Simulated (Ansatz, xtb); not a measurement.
A geometry optimisation of C2H7Sn+ with r2SCAN-D4/def2-SVP

The starting geometry of this gas-phase singlet has its atoms placed at random.

```xyz
10

C     0.1326    0.3092    2.1380
C    -1.9909   -0.3250   -0.6420
Sn    1.0617   -0.2880   -0.4854
H     0.2715    0.7762   -1.2649
H     1.0817   -0.5148    1.1150
H     0.7031    1.0665    1.8448
H    -1.5308    0.0252   -1.4650
H     1.5084    0.8464   -1.8704
H    -0.0914    1.0105    0.5379
H    -0.1147   -2.3683   -0.0811
```

Question: Guess where an optimisation with r2SCAN-D4/def2-SVP ends from this start.

Answer: It ends as `C[CH2][SnH2+]`. Distances that change by over a tenth: C1–H6 (0.99 → 1.10 Å). Contacts that open: Sn3–H4 (1.54 → 2.68 Å), Sn3–H5 (1.62 → 3.21 Å), Sn3–H9 (2.02 → 4.01 Å). Contacts that close: C1–C2 (3.56 → 1.53 Å), C1–H5 (1.62 → 1.10 Å), C1–H9 (1.76 → 1.10 Å), C2–Sn3 (3.06 → 2.14 Å), C2–H4 (2.59 → 1.10 Å), Sn3–H10 (2.42 → 1.71 Å).

The energy falls by 19.99 eV over 36 steps:

```json
{"step": "1", "E − E(last) (eV)": "19.990"}
{"step": "5", "E − E(last) (eV)": "9.733"}
{"step": "9", "E − E(last) (eV)": "4.402"}
{"step": "13", "E − E(last) (eV)": "2.623"}
{"step": "17", "E − E(last) (eV)": "2.501"}
{"step": "20", "E − E(last) (eV)": "2.370"}
{"step": "24", "E − E(last) (eV)": "0.534"}
{"step": "28", "E − E(last) (eV)": "0.069"}
{"step": "32", "E − E(last) (eV)": "0.009"}
{"step": "36", "E − E(last) (eV)": "0.000"}
```

Final geometry (Å):

```
atom    x (Å)    y (Å)    z (Å)
   C  -0.2521   0.7054   1.0767
   C  -0.5633   0.2934  -0.3682
  Sn   1.0400  -0.9296  -1.0995
   H  -0.6337   1.1601  -1.0444
   H  -0.1864  -0.1504   1.7660
   H   0.6638   1.3098   1.1660
   H  -1.4851  -0.3028  -0.4496
   H   2.4973  -0.2521  -1.6731
   H  -1.0838   1.3356   1.4334
   H   1.0346  -2.6316  -0.9802
```

From the same start GFN2-xTB ends elsewhere, in pieces: C2H5Sn + H2.

From so rough a start the end depends on the optimiser's path, so another program may land elsewhere. The end wasn't checked by frequencies. Atoms past krypton carry core potentials, without spin–orbit terms. Run with Ansatz 0.2.0, 70 s on 2 threads of Arm Neoverse V1, on a shared host.
